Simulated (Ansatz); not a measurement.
Start from `NC([SiH3])[AsH2]` and change one atom or group to get `N[CH]([SiH3])[SbH2]`.

Ansatz, PBE0-D4/def2-TZVP geometries, multiplicity 1. Each molecule was computed in one conformer, which needn't be the lowest.

Elements past krypton have def2 core potentials. Scalar relativity is left out up to krypton. Spin–orbit coupling is left out; it splits and shifts lone-pair levels of the heavy atoms by tenths of an eV.

```csv
property,`NC([SiH3])[AsH2]`
HOMO energy (PBE/def2-TZVPP) / eV,-5.70
HOMO energy (PBE0/def2-TZVPP) / eV,-7.14
HOMO–LUMO gap (PBE/def2-TZVPP) / eV,4.82
size of the dipole moment (B3LYP/def2-TZVPP) / D,1.54
size of the dipole moment (PBE/def2-TZVPP) / D,1.52
HOMO energy (B3LYP/def2-TZVPP) / eV,-6.91
```

**Question.** What does the change do to each property? (Best estimate.)

**Answer.** The calculation gave: 
| property | `N[CH]([SiH3])[SbH2]` | shift |
| --- | --- | --- |
| HOMO energy (PBE/def2-TZVPP) / eV | -5.34 | 0.36 |
| HOMO energy (PBE0/def2-TZVPP) / eV | -6.59 | 0.55 |
| HOMO–LUMO gap (PBE/def2-TZVPP) / eV | 4.05 | -0.77 |
| size of the dipole moment (B3LYP/def2-TZVPP) / D | 0.63 | -0.91 |
| size of the dipole moment (PBE/def2-TZVPP) / D | 0.64 | -0.88 |
| HOMO energy (B3LYP/def2-TZVPP) / eV | -6.37 | 0.54 |

With PBE0 the HOMO rises by 0.55 eV and the LUMO falls by 0.46 eV, so the gap narrows by about 1.01 eV. PBE moves the HOMO by 0.36 eV and ωB97M-V by 0.48 eV. Dipoles are sizes alone; their direction can turn.

B3LYP here is the variant with VWN-RPA as its local correlation; programs differ in this.
